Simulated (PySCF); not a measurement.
Start geometry of `[SiH3]/C=C\[SiH2]O[SiH3]` from GFN2-xTB (Å):
```
atom  x, y, z in Å
Si1   -3.1252   -0.0198    0.4886
C2    -1.6818   -1.2207    0.5939
C3    -0.3990   -0.9258    0.3910
Si4    0.3031    0.7594   -0.0626
O5     1.9144    0.6766    0.1068
Si6    3.4846    0.3097    0.1984
H7    -4.3564   -0.8057    0.3489
H8    -3.2056    0.7719    1.7195
H9    -2.9708    0.8706   -0.6629
H10   -1.9365   -2.2454    0.8532
H11    0.3359   -1.7220    0.4928
H12    0.0566    1.0946   -1.4680
H13   -0.1239    1.8185    0.8524
H14    3.6311   -1.1319   -0.0058
H15    4.1464    1.0714   -0.8583
H16    3.9194    0.7074    1.5357
```

Task: What comes out of this run: PySCF 2.14.0, PBE0-D3(BJ)/def2-SVP geometry optimisation, gas phase?

Result: 
```
atom  x, y, z in Å
Si1   -3.153    0.141    0.521
C2    -1.757   -1.064    0.854
C3    -0.449   -0.812    0.667
Si4    0.336    0.775    0.035
O5     1.970    0.541   -0.004
Si6    3.528    0.027   -0.121
H7    -4.086   -0.405   -0.512
H8    -3.938    0.393    1.768
H9    -2.585    1.434    0.031
H10   -2.041   -2.057    1.235
H11    0.267   -1.614    0.906
H12   -0.143    1.105   -1.341
H13    0.042    1.923    0.942
H14    3.584   -1.465   -0.056
H15    4.118    0.480   -1.415
H16    4.327    0.591    1.007
```

The energy falls by 0.228 eV over 17 energy and gradient evaluations, the largest force component goes from 0.0130 to 4.3e-04 Eh/bohr, and the atoms move by 0.495 Å rms after alignment. Among the bonds, Si1–H9, Si6–H14, Si6–H15 and Si6–H16 change most and about equally (+0.031 to +0.032 Å). Bonds longer at the end by more than 0.005 Å: 13 of 15; shorter: 1. Among the angles that change most is O5–Si6–H15, from 106.3° to 109.9°. Among the dihedrals that turn most is H9–Si1–C2–C3, from 42° to -1°. Rotational constants go from 6975, 617.4, 580.8 to 7045, 600.7, 564.9 MHz. The orientation of the end geometry is arbitrary; only internal coordinates are fixed.

The run used 146 basis functions and 116 SCF cycles in all. Time: 2.5 min of wall time. Hardware: one thread, Arm Neoverse V2, no GPU (shared host).

No frequency check. One conformer, not necessarily the lowest.
